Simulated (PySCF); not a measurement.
One of the candidates below gave these computed data.

All candidates are C6H15OP.

- Rotational structure: rotational constants A, B, C: 2.657, 1.062, 0.898 GHz [PBE0-D3(BJ)/def2-SVP]
- UV, strongest line: among the 10 lowest singlet transitions: S4 at 7.67 eV (162 nm, f = 0.064) [TDDFT CAM-B3LYP/def2-SVPD]
- UV, first state: lowest singlet excitation: 7.11 eV (174 nm, f = 0.011) [TDDFT CAM-B3LYP/def2-SVPD]
- Triplet: lowest triplet excitation (Tamm–Dancoff): 6.80 eV [TDA CAM-B3LYP/def2-SVPD]
- Polarisability: 100.2 au [CAM-B3LYP/def2-SVPD]
- Valence photoelectron: vertical ionisation energy: 9.48 eV [ΔSCF CAM-B3LYP/def2-SVPD]
- 13C NMR: chemical shifts (computed TMS as zero) by class: 37.9 (1 C), 28.1 (1 C), 23.5 (1 C), 15.3 (1 C), 13.8 (1 C), 8.2 (1 C) ppm [GIAO PBE0/pcSseg-1]
- Dipole: 4.15 D [CAM-B3LYP/def2-SVPD]

Electronic properties: PySCF, gas phase, density fitting. Levels stand in brackets. The structure is a single PBE0-D3(BJ)/def2-SVP conformer in the gas phase; no vibrational or solvent corrections. NMR classes are plain means over equivalent atoms (diastereotopic ones count apart unless rotation or inversion swaps them), as if these changed places fast.

Problem. Which candidate is it?
A. `CCCPCCOC`
B. `CC[C@@H](C)[P@H](=O)CC`
C. `COCP(C)C(C)C`

Solution. B. It is `CC[C@@H](C)[P@H](=O)CC`. Numbering: `[CH3:1][CH2:2][C@@H:3]([CH3:4])[P@H:5](=[O:6])[CH2:7][CH3:8]`. 6 carbons fall into 6 classes; from least to most shielded: sp3 carbon bound to phosphorus [C3] (37.9 ppm), chain CH2 carbon [C2] (28.1 ppm), sp3 carbon bound to phosphorus [C7] (23.5 ppm), methyl carbon [C4] (15.3 ppm), methyl carbon [C1] (13.8 ppm), methyl carbon [C8] (8.2 ppm). The first electron is taken from the HOMO, whose largest Löwdin shares are 0.56 on the phosphoryl oxygen, 0.13 on the phosphoryl phosphorus, 0.12 on an sp3 carbon bound to phosphorus and 0.06 on an sp3 carbon bound to phosphorus. The optimised geometry has point group C1 and is an asymmetric top.

The others, at the same levels:
- `COCP(C)C(C)C` fails: its computed lowest singlet excitation is 6.54 eV (190 nm, f = 0.088) (against 7.11 eV), vertical ionisation energy is 8.43 eV (against 9.48 eV) and lowest triplet excitation (Tamm–Dancoff) is 5.43 eV (against 6.80 eV).
- `CCCPCCOC` fails: its computed 13C shifts are 66.9 (1 C), 56.9 (1 C), 25.3 (1 C), 23.7 (1 C), 22.1 (1 C), 15.8 (1 C) ppm, lowest singlet excitation is 6.27 eV (198 nm, f = 0.025) (against 7.11 eV) and vertical ionisation energy is 8.58 eV (against 9.48 eV).

Each candidate is one conformer, not necessarily the lowest. The conformers computed, where there is a choice (atom-mapped SMILES and torsion angles):
- `[CH3:1][CH2:2][C@@H:3]([CH3:4])[P@H:5](=[O:6])[CH2:7][CH3:8]`: C1–C2–C3–C4 -179°, C2–C3–P5–O6 -47°, C3–P5–C7–C8 -177°
- `[CH3:1][O:2][CH2:3][P:4]([CH3:5])[CH:6]([CH3:7])[CH3:8]`: C1–O2–C3–P4 -178°, O2–C3–P4–C5 56°, C3–P4–C6–C7 173°

The conformers of `CCCPCCOC` aren't listed.
